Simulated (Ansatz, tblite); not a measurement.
Isomers of SiTe4 (singlet), found by a short tight-binding search and relaxed with r2SCAN-D4/def2-SVP in Ansatz.

In the def2 sets Te takes a core potential; there is no spin–orbit coupling. The xTB rows come from tblite. Correlated methods freeze 21 core orbitals; core or outer-core shells of Te are correlated, in sets that lack core-valence functions.

A further structure is left out (at the level of its geometry, restricted singlet, unstable towards broken spin symmetry at other levels and untested here); at PBE0-D4/def2-TZVP its energy lies 0.61 eV above the lowest shown.

Other spin states were run for one of them alone.

A:

Cartesian coordinates in Å:
```
Si -0.532 -1.482 1.493
Te -0.605 1.982 -0.877
Te 0.407 -1.965 -0.754
Te -0.763 0.977 1.750
Te 1.492 0.488 -1.612
```

B:

```xyz
5

Si    0.905   -1.434    0.043
Te    1.155    1.242   -0.541
Te   -1.224   -0.985    1.618
Te    0.151   -0.539   -2.333
Te   -0.987    1.716    1.214
```

**Question.** Estimate their order by electronic energy at PBE-QIDH/def2-TZVP, counted from the lowest.

**Answer.** A (0.0) < B (11.2), in kJ/mol.

**Question.** Do the other levels pick the same lowest one?

**Answer.** All that were run do. Energies above each level's lowest (kJ/mol):

```json
{"level": "GFN1-xTB", "A": "0.0", "B": "0.7"}
{"level": "GFN2-xTB", "A": "0.0", "B": "11.2"}
{"level": "HF/def2-SVP", "A": "0.0", "B": "42.7"}
{"level": "HF/def2-TZVP", "A": "0.0", "B": "38.6"}
{"level": "PBE-D4/def2-TZVP", "A": "0.0", "B": "9.8"}
{"level": "r2SCAN-D4/def2-TZVP", "A": "0.0", "B": "17.2"}
{"level": "PBE0-D4/def2-TZVP", "A": "0.0", "B": "11.9"}
{"level": "PBE-QIDH/def2-TZVP", "A": "0.0", "B": "11.2"}
{"level": "MP2/def2-SVP", "A": "0.0", "B": "23.7"}
{"level": "CCSD/def2-SVP", "A": "0.0", "B": "31.9"}
{"level": "CCSD(T)/def2-SVP", "A": "0.0", "B": "29.8"}
```
Point groups (tolerance 0.1 Å): A C2, B not assigned. Lower isomers may exist.
